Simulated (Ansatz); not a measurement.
Computed with Ansatz on PBE0-D4/def2-TZVP structures; ΔE is electronic, products minus reactants. CCSD(T)/CBS is the MP2 limit (def2-TZVPP, def2-QZVPP) plus CCSD(T) − MP2 in def2-TZVPP, frozen cores. This one scheme is used for every species. DFT in def2-TZVPP. B3LYP here is the variant with VWN-RPA as its local correlation; programs differ in this. For Ge outer-core shells are correlated without core-valence functions, which leaves a few kJ/mol of doubt a bond. Scalar relativity is left out up to krypton. Each species was taken in one conformer, which may not be the lowest.

Consider the formal exchange of groups at the Si–Si bond: `O[SiH](O)[SiH3]` + `C[CH2][GeH3]` → `C[CH]([SiH3])[GeH3]` + `O[SiH2]O`.

`O[SiH](O)[SiH3]`:

Z-matrix (Å, degrees):
```
Si
O 1 1.647
Si 1 2.344 2 104.5
O 1 1.648 2 112.8 3 -122.1
H 1 1.486 2 110.8 3 123.0
H 2 0.959 1 117.7 3 -172.2
H 3 1.487 1 111.3 2 55.4
H 3 1.490 1 109.9 2 -65.1
H 3 1.489 1 110.0 2 175.9
H 4 0.959 1 117.5 2 65.5
```

`C[CH2][GeH3]`:

Cartesian coordinates in Å:
```
C -0.163 0.184 1.422
C -0.683 -0.284 0.069
Ge 0.596 0.010 -1.387
H 0.063 1.253 1.417
H -0.896 0.008 2.214
H 0.754 -0.341 1.702
H -1.608 0.236 -0.192
H -0.920 -1.351 0.092
H 1.906 -0.750 -1.101
H 0.925 1.511 -1.505
H 0.026 -0.477 -2.731
```

`C[CH]([SiH3])[GeH3]`:

Z-matrix (Å, degrees):
```
C
C 1 1.531
H 1 1.094 2 111.5
H 1 1.094 2 111.8 3 -120.3
H 1 1.094 2 111.4 3 119.7
Si 2 1.874 1 111.9 3 -57.9
Ge 2 1.966 1 110.9 3 177.1
H 2 1.097 1 109.9 3 60.8
H 6 1.489 2 109.9 1 -62.7
H 6 1.490 2 110.5 1 56.5
H 6 1.488 2 110.9 1 177.1
H 7 1.539 2 111.1 1 -176.2
H 7 1.540 2 109.7 1 63.1
H 7 1.541 2 109.2 1 -55.7
```

`O[SiH2]O`:

Z-matrix (Å, degrees):
```
Si
O 1 1.642
O 1 1.642 2 113.5
H 1 1.481 2 111.5 3 116.9
H 1 1.481 2 103.8 3 -121.2
H 2 0.958 1 117.7 3 -66.0
H 3 0.958 1 117.7 2 -66.0
```

| level | ΔE (kcal/mol) | difference from CCSD(T)/CBS |
| --- | --- | --- |
| r2SCAN-D4 | -0.3 | 2.2 |
| B3LYP-D4 | -0.6 | 1.9 |
| ωB97X-V | -1.0 | 1.5 |
| B2PLYP | -1.3 | 1.2 |
| PBE | 2.4 | 4.9 |
| r2SCAN | -0.1 | 2.4 |
| PBE0 | 1.2 | 3.7 |
| B3LYP | 0.7 | 3.2 |
| SCS-MP2/def2-TZVPP | -4.0 | -1.5 |
| CCSD/def2-TZVPP | -2.2 | 0.3 |
| CCSD(T)/def2-TZVPP | -2.4 | 0.1 |
| HF/def2-QZVPP | -1.8 | 0.7 |
| MP2/def2-QZVPP | -4.7 | -2.2 |
| SCS-MP2/def2-QZVPP | -4.1 | -1.6 |
| HF/CBS(def2) | -1.9 | 0.6 |
| CCSD/CBS(def2) | -2.4 | 0.1 |
| CCSD(T)/CBS | -2.5 | 0 |

Largest T1 diagnostic among the species: 0.013.

From PBE to PBE0 (25 % exact exchange), in def2-TZVPP and without D4, ΔE moves by −1.2 kcal/mol. The D4 term adds −1.3 kcal/mol with B3LYP and −0.7 kcal/mol with PBE0; it sums over pairs of atoms, weighted by their polarisabilities, and B3LYP, whose exchange is more repulsive, gets the larger term.
